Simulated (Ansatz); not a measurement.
Species: sum formula BSF$_{2}$ (charge -1, singlet). It need not be the lowest isomer of its formula. Whether it binds its extra electron was not tested at this geometry. SMILES: FB(F)[S-]
Geometry from a B3LYP-D3(BJ)/def2-TZVP (Ansatz, a program for electronic structure) optimisation:
```
B
F 1 1.3753
F 1 1.3753 2 108.33
S 1 1.7378 2 125.83 3 180.00
```
Charge -1, spin multiplicity 1.

Parts of the frozen-core correlation energy in STO-3G (Ansatz, hartree). Frozen orbitals: 8; correlated occupied orbitals by spin: 12 and 12; virtual: 4 and 4. No spin-orbit coupling. Non-relativistic.

```tsv
term	value
reference (HF)	-613.60808
MP2 opposite-spin	…
MP2 same-spin	-0.02115
CCSD correlation	…
(T)	…
FCI minus CCSD(T)	-0.00079
T1 diagnostic	0.016
largest doubles amplitude	0.093
```

Problem. Complete the blanks.

Solution. 
- MP2 opposite-spin, value: -0.07092
- CCSD correlation, value: -0.10567
- (T), value: -0.00687
